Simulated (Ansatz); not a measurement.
Molecular dynamics of Cl3H2InS

Input file:

```yaml
crystal:
  periodic: [false, false, false]
  atoms:
    - { symbol: In, position_ang: [0.103111, -0.492505, -0.205298] }
    - { symbol: Cl, position_ang: [-0.053125, -0.185448, 2.407376] }
    - { symbol: Cl, position_ang: [2.053557, 0.540935, -0.940452] }
    - { symbol: Cl, position_ang: [-1.996261, -0.011613, -1.098747] }
    - { symbol: S, position_ang: [0.322438, -2.822133, 0.702047] }
    - { symbol: H, position_ang: [-1.006739, -3.052208, 0.583575] }
    - { symbol: H, position_ang: [0.119819, -1.597727, 2.004097] }
basis:
  gaussian: { orbitals: def2-SVP }
hamiltonian:
  xc: pbe0
  dispersion: d4
md:
  timestep: 0.5
  n_steps: 200
  ensemble: nve
  temperature: 300.0
  initial_velocities: maxwell_boltzmann
  seed: 4714
```

Launched with:

```bash
$ ansatz run input.yaml --threads 4 --pin off --max-ram 5120MiB --backend cpu --events-out ev --progress --plain --runs-dir out
```

It starts at the highest image of a converged band, a first-order saddle point between two minima.

Output, in part (one step line in 7, the closing report, with atoms numbered from 0):

```
md step     0: t =     0.00 fs  T =   300.0 K  F+E_penalty+E_count = -53582.76248878 eV  E_kin = 0.193890 eV  conserved = -53582.56859878 eV  (24 SCF iters)
md step     7: t =     3.50 fs  T =   260.9 K  F+E_penalty+E_count = -53582.73711380 eV  E_kin = 0.168589 eV  conserved = -53582.56852513 eV  (27 SCF iters)
md step    14: t =     7.00 fs  T =   199.6 K  F+E_penalty+E_count = -53582.69753422 eV  E_kin = 0.129011 eV  conserved = -53582.56852330 eV  (28 SCF iters)
md step    21: t =    10.50 fs  T =   145.2 K  F+E_penalty+E_count = -53582.66232777 eV  E_kin = 0.093856 eV  conserved = -53582.56847147 eV  (22 SCF iters)
md step    28: t =    14.00 fs  T =   128.7 K  F+E_penalty+E_count = -53582.65168254 eV  E_kin = 0.083189 eV  conserved = -53582.56849304 eV  (22 SCF iters)
md step    35: t =    17.50 fs  T =   146.6 K  F+E_penalty+E_count = -53582.66322223 eV  E_kin = 0.094720 eV  conserved = -53582.56850251 eV  (21 SCF iters)
md step    42: t =    21.00 fs  T =   179.8 K  F+E_penalty+E_count = -53582.68475153 eV  E_kin = 0.116222 eV  conserved = -53582.56852985 eV  (22 SCF iters)
md step    49: t =    24.50 fs  T =   193.9 K  F+E_penalty+E_count = -53582.69385721 eV  E_kin = 0.125313 eV  conserved = -53582.56854468 eV  (21 SCF iters)
md step    56: t =    28.00 fs  T =   186.9 K  F+E_penalty+E_count = -53582.68931954 eV  E_kin = 0.120797 eV  conserved = -53582.56852286 eV  (22 SCF iters)
md step    63: t =    31.50 fs  T =   168.8 K  F+E_penalty+E_count = -53582.67760257 eV  E_kin = 0.109069 eV  conserved = -53582.56853311 eV  (22 SCF iters)
md step    70: t =    35.00 fs  T =   153.9 K  F+E_penalty+E_count = -53582.66793244 eV  E_kin = 0.099461 eV  conserved = -53582.56847184 eV  (22 SCF iters)
md step    77: t =    38.50 fs  T =   177.4 K  F+E_penalty+E_count = -53582.68319339 eV  E_kin = 0.114673 eV  conserved = -53582.56851991 eV  (22 SCF iters)
md step    84: t =    42.00 fs  T =   216.2 K  F+E_penalty+E_count = -53582.70819795 eV  E_kin = 0.139706 eV  conserved = -53582.56849193 eV  (22 SCF iters)
md step    91: t =    45.50 fs  T =   274.8 K  F+E_penalty+E_count = -53582.74618836 eV  E_kin = 0.177624 eV  conserved = -53582.56856470 eV  (28 SCF iters)
md step    98: t =    49.00 fs  T =   290.3 K  F+E_penalty+E_count = -53582.75613098 eV  E_kin = 0.187590 eV  conserved = -53582.56854133 eV  (27 SCF iters)
md step   105: t =    52.50 fs  T =   274.5 K  F+E_penalty+E_count = -53582.74593150 eV  E_kin = 0.177379 eV  conserved = -53582.56855261 eV  (27 SCF iters)
md step   112: t =    56.00 fs  T =   231.9 K  F+E_penalty+E_count = -53582.71840738 eV  E_kin = 0.149884 eV  conserved = -53582.56852383 eV  (21 SCF iters)
md step   119: t =    59.50 fs  T =   189.0 K  F+E_penalty+E_count = -53582.69069041 eV  E_kin = 0.122182 eV  conserved = -53582.56850826 eV  (22 SCF iters)
md step   126: t =    63.00 fs  T =   157.9 K  F+E_penalty+E_count = -53582.67051682 eV  E_kin = 0.102042 eV  conserved = -53582.56847491 eV  (22 SCF iters)
md step   133: t =    66.50 fs  T =   163.7 K  F+E_penalty+E_count = -53582.67430946 eV  E_kin = 0.105783 eV  conserved = -53582.56852673 eV  (22 SCF iters)
md step   140: t =    70.00 fs  T =   182.6 K  F+E_penalty+E_count = -53582.68649064 eV  E_kin = 0.118011 eV  conserved = -53582.56847945 eV  (21 SCF iters)
md step   147: t =    73.50 fs  T =   224.8 K  F+E_penalty+E_count = -53582.71386293 eV  E_kin = 0.145271 eV  conserved = -53582.56859147 eV  (27 SCF iters)
md step   154: t =    77.00 fs  T =   227.3 K  F+E_penalty+E_count = -53582.71537867 eV  E_kin = 0.146876 eV  conserved = -53582.56850231 eV  (21 SCF iters)
md step   161: t =    80.50 fs  T =   219.5 K  F+E_penalty+E_count = -53582.71046516 eV  E_kin = 0.141891 eV  conserved = -53582.56857402 eV  (22 SCF iters)
md step   168: t =    84.00 fs  T =   179.8 K  F+E_penalty+E_count = -53582.68473206 eV  E_kin = 0.116236 eV  conserved = -53582.56849587 eV  (21 SCF iters)
md step   175: t =    87.50 fs  T =   151.9 K  F+E_penalty+E_count = -53582.66663961 eV  E_kin = 0.098144 eV  conserved = -53582.56849559 eV  (21 SCF iters)
md step   182: t =    91.00 fs  T =   154.7 K  F+E_penalty+E_count = -53582.66854305 eV  E_kin = 0.100015 eV  conserved = -53582.56852844 eV  (21 SCF iters)
md step   189: t =    94.50 fs  T =   177.7 K  F+E_penalty+E_count = -53582.68335308 eV  E_kin = 0.114874 eV  conserved = -53582.56847952 eV  (21 SCF iters)
md step   196: t =    98.00 fs  T =   220.3 K  F+E_penalty+E_count = -53582.71095996 eV  E_kin = 0.142361 eV  conserved = -53582.56859939 eV  (28 SCF iters)
md step   200: t =   100.00 fs  T =   222.9 K  F+E_penalty+E_count = -53582.71257699 eV  E_kin = 0.144046 eV  conserved = -53582.56853070 eV  (25 SCF iters)
Total energy: -53582.71261156 eV, -1969.1283688076 hartree
Atom 0 at     0.088310    -0.568146    -0.281511 Å, force    -0.565869     0.122186    -0.140013 eV/Å
Atom 1 at     0.099967     0.037593     2.664711 Å, force    -0.054522     0.450752    -0.152862 eV/Å
Atom 2 at     2.051012     0.562277    -0.746770 Å, force     0.137376     0.250902    -0.097596 eV/Å
Atom 3 at    -2.068195    -0.030530    -1.140333 Å, force     0.573120    -0.022153     0.246766 eV/Å
Atom 4 at     0.294710    -2.810813     0.522438 Å, force    -0.289316    -0.275271     0.034217 eV/Å
Atom 5 at    -0.964904    -3.103319     0.096286 Å, force     0.186759     0.000117     0.122012 eV/Å
Atom 6 at    -0.118910    -1.219967     2.486018 Å, force     0.012453    -0.526533    -0.012525 eV/Å
Dipole moment:    -0.158749    -0.304733     0.357067 e Å
```

All steps were run. The conserved energy stayed within 0.023 meV per atom of its start (net change 0.0097 meV per atom), so the integration is sound. A run of 0.1 ps of so small a system gives no equilibrium averages. The orbitals stay closed-shell, which can raise the energy where a bond breaks towards radicals; this wasn't checked here.

Between its relaxed ends the band would form Cl2–H7 and break S5–H7. These pairs go: Cl2–H7 1.48 → 1.29 Å, S5–H7 1.80 → 2.56 Å. In the last frame they stand as after the step (other bonds may differ from the relaxed reactants and products). It ends as one piece, Cl3H2InS. Pairs count as bonded within 1.25 times the sum of covalent radii (0.12 Å more for H–H).

Last frame:

```xyz
7
Properties=species:S:1:pos:R:3
In 0.088 -0.568 -0.281
Cl 0.100 0.038 2.665
Cl 2.051 0.562 -0.747
Cl -2.068 -0.030 -1.140
S 0.295 -2.811 0.522
H -0.965 -3.103 0.096
H -0.119 -1.220 2.486
```

Run time: 6.7 min on 4 threads of Arm Neoverse V1, on a shared host, peak memory 0.3 GiB.
